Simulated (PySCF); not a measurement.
Geometries of 3 isomers of H7NOSi2, from PBE0-D3(BJ)/def2-SVP geometry optimisation, gas phase in PySCF 2.14.0. One conformer each, no zero-point energy, no frequencies.

Problem. Which isomer lies lowest at this level?
A.
```xyz
11
angstrom
N     -1.908   -0.193   -0.872
Si    -0.788   -0.192    0.454
Si     1.380   -0.067   -0.442
O      2.511    0.260    0.749
H     -1.821    0.507   -1.599
H     -2.882   -0.427   -0.715
H     -0.934    0.930    1.455
H     -0.993   -1.454    1.230
H      1.382    0.982   -1.520
H      1.797   -1.355   -1.065
H      2.293    0.982    1.345
```
B.
```xyz
11
angstrom
N     -1.913    0.352   -0.418
Si    -0.937   -0.633    0.593
O      0.671   -0.192    0.665
Si     1.908    0.268   -0.335
H     -2.158    1.304   -0.172
H     -1.963    0.199   -1.418
H     -1.438   -0.538    1.989
H     -1.017   -2.017    0.046
H      1.843   -0.468   -1.637
H      3.205   -0.036    0.333
H      1.838    1.734   -0.620
```
C.
```xyz
11
angstrom
O     -2.520    0.061    0.421
Si    -1.137   -0.809    0.098
N      0.287   -0.166    0.851
Si     1.664    0.621    0.130
H     -2.520    0.979    0.132
H     -0.835   -0.838   -1.364
H     -1.449   -2.161    0.631
H      0.319   -0.255    1.865
H      1.405    0.714   -1.337
H      2.934   -0.137    0.360
H      1.867    1.999    0.680
```

Solution. B. That is `N[SiH2]O[SiH3]`, 10.0 kcal/mol below the next.

```tsv
SMILES	atoms numbered as above	E (Eh)	relative (kcal/mol)	relative (kJ/mol)	dipole (D)
N[SiH2]O[SiH3]	[NH2:1][SiH2:2][O:3][SiH3:4]	-712.59448	0.0	0.0	1.79
O[SiH2]N[SiH3]	[OH:1][SiH2:2][NH:3][SiH3:4]	-712.57861	10.0	41.6	1.26
N[SiH2][SiH2]O	[NH2:1][SiH2:2][SiH2:3][OH:4]	-712.54865	28.8	120.3	2.45
```

As drawn, the highest has an O–H bond and an Si–Si bond, which the lowest lacks.
